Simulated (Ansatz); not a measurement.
F3HHfS, SMILES `[F][Hf]([F])([F])[SH]`. The species carries charge 0 and has multiplicity 1. Hf: def2 effective core potential.

```xyz
6

F    -0.133    1.557   -1.690
Hf    0.317    0.273   -0.374
F     1.117   -1.258   -1.154
F     1.546    0.975    0.887
S    -1.754   -0.356    0.753
H    -1.092   -1.191    1.578
```

Problem. List the harmonic frequencies (cm⁻¹, unscaled) at PBE0-D4/def2-TZVP in Ansatz. (An estimate is asked.)

Solution. The calculation gave: 49, 117, 131, 157, 170, 176, 360, 523, 650, 657, 668, 2683.

Problem. Is this a minimum?

Solution. Yes, all 12 modes are real.

Problem. Give the ideal-gas thermochemistry at 298.15 K and 1 bar (rigid rotor, harmonic oscillator; point group Cs, symmetry number 1).

Solution. Zero-point energy 37.9 kJ/mol; H(298) − E = 61.0 kJ/mol; entropy 384.9 J/(mol·K), of which translation 178.6, rotation 117.7, vibration 88.5; G(298) − E = -53.8 kJ/mol. Modes under 100 cm⁻¹ are hindered rotations or soft bends, so the harmonic entropy is rough.

Problem. Rotational constants (cm⁻¹)?

Solution. 0.09123, 0.05627, 0.05491.
